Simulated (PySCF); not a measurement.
Vertical excitations of a molecule CH₆O₃Si₂ from TDA-PBE/def2-SVPD (PySCF), as energy in eV (oscillator strength): 5.52 (0.001), 5.86 (0.004), 5.94 (0.001), 6.32 (0.000), 6.53 (0.000), 6.56 (0.010), 6.96 (0.003), 7.04 (0.012), 7.09 (0.042), 7.11 (0.029). Lowest triplet (TDA): 4.95 eV. Geometry: B3LYP-D3(BJ)/def2-SVP. The values are those of a single conformer.

Which molecule gave these data?
A. O=CO[SiH2]O[SiH3]
B. O[Si@H]1OCO[SiH2]1
C. O=C([SiH3])[SiH](O)O
D. O=C(O)[Si@H](O)[SiH3]

A, O=CO[SiH2]O[SiH3]
